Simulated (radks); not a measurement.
Values are calculated unless marked as measured or tabulated.
Q: The mean radii <r> (bohr) of the occupied orbitals of an atom or ion are listed with their occupations. Level of theory: scalar-relativistic Kohn-Sham, AM05, spin-polarised, spherical densities, finite nucleus; Fermi nuclear charge, rms radius of each element as measured or else 0.836 A^(1/3) + 0.57 fm (a radial shooting solver on a logarithmic mesh with Libxc functionals).

orbital  occ.      <r>
1s down     1  0.01868
1s up       1  0.01868
2s up       1  0.07901
2s down     1  0.07901
2p up       3  0.07059
2p down     3  0.07059
3s up       1   0.2050
3s down     1   0.2050
3p up       3   0.2050
3p down     3   0.2050
3d up       5   0.1857
3d down     5   0.1857
4s up       1   0.4590
4s down     1   0.4590
4p up       3   0.4880
4p down     3   0.4879
4d up       5   0.5234
4d down     5   0.5232
5s up       1    1.103
5s down     1    1.097
5p up       3    1.299
5p down     3    1.288
4f up       7   0.6416
4f down     7   0.6371
6s up       1    3.212
6s down     1    3.449
5d up       3    2.205

Name the element and its charge. Open shells, if any, are filled with parallel spins first.

A: Z = 73, tantalum, charge 0: Ta in [Xe] 4f14 5d3 6s2. The 1s radius gives Z: for a bare nucleus <r> = (2 gamma + 1)/(2Z) with gamma = sqrt(1 - (Z/c)^2), 0.01844 bohr for Z = 73, and screening makes it slightly larger (0.01868 here). The occupations add up to 73, and the charge is Z minus that.
